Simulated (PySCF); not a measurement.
**C₆ coefficients of unlike pairs at M06-L**

Calculated with PySCF 2.14 from the dipole response of each species, C₆(A,B) = (3/π) ∫ α_A(iu) α_B(iu) du, in atomic units, from isotropic polarisabilities. For ions this is the dispersion term alone; charge-induced terms of lower order in 1/R come first.

```
species      configuration                                        basis      relativity  α (bohr³)  C₆ (like pair)
   Tc²⁺      [Kr] 4d5 (6S)  aug-cc-pwCVTZ-PP with ECP28MDF (8s8p7d4f3g)  core potential      8.683           46.76
     F⁺  [He] 2s2 2p4 (3P)                       aug-cc-pwCVDZ (5s4p2d)            none      1.816           3.493
    Ag⁺     [Kr] 4d10 (1S)      aug-cc-pVDZ-PP with ECP28MDF (5s5p4d2f)  core potential      8.708           48.43
```

Question: Estimate C₆ for Ag⁺ with F⁺.

Answer: The integral gives 12.85. The combination rule 2 C_A C_B / (C_A α_B/α_A + C_B α_A/α_B) gives 12.60 and the geometric mean 13.01.

No spin-orbit coupling is included.

The other pairs:

| pair | C₆ |
| --- | --- |
| Ag⁺, Tc²⁺ | 47.47 |
| F⁺, Tc²⁺ | 12.51 |
